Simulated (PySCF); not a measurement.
# Reading the logs of faulty runs: C2GeH8N

Calculated results; nothing here was measured. They come from PySCF 2.14.0, an open-source quantum chemistry program, on an isolated molecule that a program drew, which may never have been made. The molecule is C2GeH8N (charge 0, doublet), drawn as the SMILES string `[CH2]C[NH][GeH3]`.

Each row is a Hartree-Fock (HF) and frozen-core CCSD(T) single point in the cc-pVDZ basis, meant for a local HF minimum. Run 1 is clean. Each other run has one planted mistake out of seven kinds, and not every kind appears here: one electron removed, one electron added, multiplicity raised by two, geometry at a saddle point, minimal basis STO-3G, one bond length entered in bohr, all coordinates scaled. The reference is restricted for singlets and unrestricted otherwise, and also for a bond in bohr. Adding or removing an electron swaps singlet and doublet. Electrons count all cores. HOMO and LUMO are orbital energies over both spins, the gradient is its largest component, and the lowest frequency (negative if imaginary) is given only where the gradient is small. Bond lengths are over the 11 bonds as drawn. T1 is the CCSD diagnostic: over 0.02 (restricted) or 0.045 (unrestricted) a single reference is doubtful. Germanium has the cc-pVDZ-PP basis, with a core potential (ECP10MDF) in place of its 10 inner electrons, and its 3s, 3p and 3d shells are frozen in CCSD(T).

Geometry of the clean run:
```xyz
12
C2GeH8N, angstrom
C    -0.5576    1.4023    1.1515
C    -1.4069    0.5639    0.2363
N    -0.7436   -0.6148   -0.3210
Ge    0.4215   -0.4902   -1.7401
H    -0.4626    1.1392    2.1996
H     0.1845    2.0803    0.7438
H    -2.3009    0.2337    0.7719
H    -1.7608    1.1742   -0.5986
H    -0.4286   -1.2351    0.4042
H     1.6809    0.3482   -1.4561
H     0.8465   -1.9180   -2.0893
H    -0.3410    0.1574   -2.8988
```

```
run,electrons,basis functions,<S^2>,HOMO (eV),LUMO (eV),gradient (hartree/bohr),lowest frequency (cm^-1),mean bond (Å),longest bond (Å),T1,HF (hartree),CCSD(T) (hartree),mistake
1,59,105,0.763,-9.55,3.37,3.4e-05,68,1.3426,1.840,0.0123,-428.16576,-428.77308,no fault
2,59,105,3.782,-2.46,0.47,9.7e-02,-,1.3426,1.840,0.0221,-427.96333,-428.55473,multiplicity raised by two
3,58,105,0.000,-15.43,-6.24,4.1e-02,-,1.3426,1.840,0.0607,-427.87098,-428.48267,one electron removed
4,60,105,0.000,0.31,8.23,3.8e-02,-,1.3426,1.840,0.0189,-428.08581,-428.73784,one electron added
5,59,105,0.764,-9.58,3.31,2.0e-02,-,1.3788,1.890,0.0128,-428.15795,-428.77155,?
6,59,105,1.751,-8.32,1.57,1.4e-02,-,1.4914,3.478,0.0155,-428.08385,-428.65512,?
```

**Which mistake was planted in run 5, and what did it cost?**

The mean and the longest bond both change by the same factor, 1.027, and the gradient is no longer small. So the mistake is: all coordinates scaled. Subtracting run 1 and multiplying by 627.51 kcal/mol a hartree, the energy moved by 4.9 kcal/mol in HF and 1.0 kcal/mol in CCSD(T).

**Which mistake was planted in run 6, and what did it cost?**

The mean bond changes by a factor of 1.111 and the longest by 1.890, so the molecule wasn't scaled as a whole. A length L in bohr read as angstrom grows by (1/0.5292 - 1) L = 0.890 L. The 11 bonds together grew by 11 x 0.1488 = 1.637 Å, which gives L = 1.840 Å. That is bond N3-Ge4, 1.840 Å in the clean geometry. So the mistake is: one bond length entered in bohr. Subtracting run 1 and multiplying by 627.51 kcal/mol a hartree, the energy moved by 51.4 kcal/mol in HF and 74.0 kcal/mol in CCSD(T).

Cautions from the logs. Run 3: T1 is over the limit, so its CCSD(T) energy is less reliable; run 4: the HOMO is above zero, so the electron isn't bound and the energy depends on the basis.
